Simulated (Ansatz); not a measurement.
The cluster Cu4Te2⁺. Charge 1, multiplicity 2. Geometry PBE-D4/def2-SVP, basis def2-SVP, Ansatz.

```xyz
6

Cu   -1.025    0.534    0.015
Cu    0.384   -1.057   -1.323
Cu    0.080    2.702   -0.060
Cu    0.428   -1.016    1.348
Te   -1.519   -1.963    0.058
Te    1.652    0.801   -0.038
```

```json
{"run": "A", "HOMO (eV)": "-9.26", "LUMO (eV)": "-8.69"}
{"run": "B", "HOMO (eV)": "-10.19", "LUMO (eV)": "-8.18"}
{"run": "C", "HOMO (eV)": "-9.12", "LUMO (eV)": "-8.76"}
{"run": "D", "HOMO (eV)": "-11.28", "LUMO (eV)": "-7.30"}
```

In the def2 sets Te takes a core potential; there is no spin–orbit coupling. No other spin state of charge 1 was run. Another isomer (doublet) lies 0.46 eV lower at PBE0-D4/def2-SVP; other spin states weren't run for this one.

HOMO and LUMO are taken over both spins.

Problem. The runs used CAM-B3LYP, PBE, PBE0, r2SCAN. Estimate which is which.

Solution. A r2SCAN (0 % exact exchange); B PBE0 (25 % exact exchange); C PBE (0 % exact exchange); D CAM-B3LYP (range-separated). Exact exchange lowers occupied and raises empty levels; among semilocal functionals meta-GGAs tend to open the gap a little, and such runs are hard to tell apart. The gap grows from 0.36 eV (PBE) to 3.98 eV (CAM-B3LYP).
